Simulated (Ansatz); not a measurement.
Gas-phase reaction (SMILES): Cl[Si](Cl)(Cl)Br [bromo(trichloro)silane] -> Cl[Si](Cl)Br + Cl atom; the Cl-Si bond at the site shown breaks (other sites are not compared here).

Geometries: B3LYP-D3(BJ)/def2-TZVP minima from Ansatz (a program for electronic structure). Correlated levels leave the core frozen unless marked. UHF or UKS for open shells. No spin-orbit coupling. The frozen core is the preceding noble-gas configuration, with the filled d and f shells of earlier blocks. Non-relativistic. CBS marks a two-point X^-3 extrapolation of the correlation energy; Hartree-Fock from the larger set. [CCSD(T)-MP2]/basis is that difference in the basis named. Thermal terms are rigid-rotor harmonic-oscillator values from B3LYP-D3(BJ) frequencies (Ansatz) at 298.15 K and 1 atm. 1 Eh = 627.5095 kcal/mol. Atoms have translation alone.

```csv
species,"E, RI-MP2/CBS(def2-TZVPP,def2-QZVPP)+[CCSD(T)-MP2]/def2-TZVPP (Ansatz) (Eh)","E, PBE-D3(BJ)/def2-TZVPD (Ansatz + dftd3) (Eh)",H - E (Eh)
Cl[Si](Cl)(Cl)Br,-4241.29033,-4243.42416,0.01441
Cl[Si](Cl)Br,-3781.40637,-3783.29646,0.01082
Cl atom,-459.70761,-459.95933,0.00236
```

Question: Work out ΔE and ΔH at 298.15 K at the first level, then ΔH at the second.

Answer: 
1. ΔE = [(-3781.40637) + (-459.70761)] - [(-4241.29033)] = 0.17635 Eh = 110.7 kcal/mol at RI-MP2/CBS(def2-TZVPP,def2-QZVPP)+[CCSD(T)-MP2]/def2-TZVPP.
2. The terms H - E add up to -0.00123 Eh, so ΔH = (0.17635 + (-0.00123))×627.5095 = 109.9 kcal/mol.
3. At PBE-D3(BJ)/def2-TZVPD the same steps give ΔE = 105.7 and ΔH = 104.9 kcal/mol, a shift of -5.0 from the first level.
4. These values are not checked against measurement here, since the tables used lack a sound gas-phase enthalpy of formation for at least one species.
